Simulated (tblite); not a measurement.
Computed geometry: GFN2-xTB, gas phase. One conformer each, none proved a minimum here. Atom numbers follow the mapped SMILES.

Problem. Order the C–O distances, shortest first.
A. C1–O2 in `[CH3:1][O:2][C:3](=[O:4])[c:5]1[cH:6][cH:7][p:8][cH:9][p:10]1` with C1–O2–C3–O4 0°, O2–C3–C5–C6 -177°
B. C2–O3 in `[CH3:1][C:2](=[O:3])[P:4]([CH3:5])[CH2:6][CH2:7][C:8]([F:9])([F:10])[F:11]` with C1–C2–P4–C5 -75°, C2–P4–C6–C7 -76°, P4–C6–C7–C8 -172°
C. C2–O4 in `[CH2:1]=[C:2]([CH3:3])[O:4][SiH2-:5]` (charge -1) with C1–C2–O4–Si5 180°, C2–O4–Si5–H 50° and -50°
D. O1–C2 in `[O:1]=[C:2]([F:3])[C:4]([F:5])([F:6])[F:7]`

Solution. D (1.171 Å), B (1.204 Å), C (1.310 Å), A (1.416 Å).

- 1.171 Å: drawn double, carbonyl oxygen to acyl halide carbon
- 1.204 Å: drawn double, carbonyl carbon to carbonyl oxygen
- 1.310 Å: drawn single, vinylic carbon bearing oxygen to silyl ether oxygen
- 1.416 Å: drawn single, ends: methoxy carbon; ester single-bonded oxygen

Problem. Order the C–P distances, shortest first.
A. C1–P2 in `[CH3:1][P@@H:2](=[O:3])[c:4]1[cH:5][cH:6][c:7]([Cl:8])[cH:9][cH:10]1` with C1–P2–C4–C5 63°
B. C9–P10 in `[CH3:1][O:2][C:3](=[O:4])[c:5]1[cH:6][cH:7][p:8][cH:9][p:10]1` with C1–O2–C3–O4 0°, O2–C3–C5–C6 -177°
C. C2–P4 in `[CH3:1][C:2](=[O:3])[P:4]([CH3:5])[CH2:6][CH2:7][C:8]([F:9])([F:10])[F:11]` with C1–C2–P4–C5 -75°, C2–P4–C6–C7 -76°, P4–C6–C7–C8 -172°

Solution. B (1.731 Å), A (1.826 Å), C (1.872 Å).

- 1.731 Å: aromatic, ends: aromatic CH carbon; phosphorus bonded to 2 C, in a 6-membered ring
- 1.826 Å: drawn single, sp3 carbon bound to phosphorus to phosphoryl phosphorus
- 1.872 Å: drawn single, carbonyl carbon to phosphine phosphorus

Problem. Order the C–C distances, shortest first.
A. C2–C4 in `[O:1]=[C:2]([F:3])[C:4]([F:5])([F:6])[F:7]`
B. C6–C7 in `[CH3:1][O:2][C:3](=[O:4])[c:5]1[cH:6][cH:7][p:8][cH:9][p:10]1` with C1–O2–C3–O4 0°, O2–C3–C5–C6 -177°
C. C6–C7 in `[CH3:1][C:2](=[O:3])[P:4]([CH3:5])[CH2:6][CH2:7][C:8]([F:9])([F:10])[F:11]` with C1–C2–P4–C5 -75°, C2–P4–C6–C7 -76°, P4–C6–C7–C8 -172°
D. C1–C2 in `[CH2:1]=[C:2]([CH3:3])[O:4][SiH2-:5]` (charge -1) with C1–C2–O4–Si5 180°, C2–O4–Si5–H 50° and -50°

Solution. D (1.341 Å), B (1.375 Å), C (1.526 Å), A (1.556 Å).

- 1.341 Å: drawn double, terminal =CH2 carbon to vinylic carbon bearing oxygen
- 1.375 Å: aromatic, both ends aromatic CH carbon, in a 6-membered ring
- 1.526 Å: drawn single, sp3 carbon bound to phosphorus to chain CH2 carbon
- 1.556 Å: drawn single, acyl halide carbon to CF3 carbon

Problem. Order these C–C–O angles, narrowest first.
A. C3–C2–O4 in `[CH2:1]=[C:2]([CH3:3])[O:4][SiH2-:5]` (charge -1) with C1–C2–O4–Si5 180°, C2–O4–Si5–H 50° and -50°
B. C1–C2–O3 in `[CH3:1][C:2](=[O:3])[P:4]([CH3:5])[CH2:6][CH2:7][C:8]([F:9])([F:10])[F:11]` with C1–C2–P4–C5 -75°, C2–P4–C6–C7 -76°, P4–C6–C7–C8 -172°
C. O1–C2–C4 in `[O:1]=[C:2]([F:3])[C:4]([F:5])([F:6])[F:7]`

Solution. A (118.8°), B (124.3°), C (127.4°).
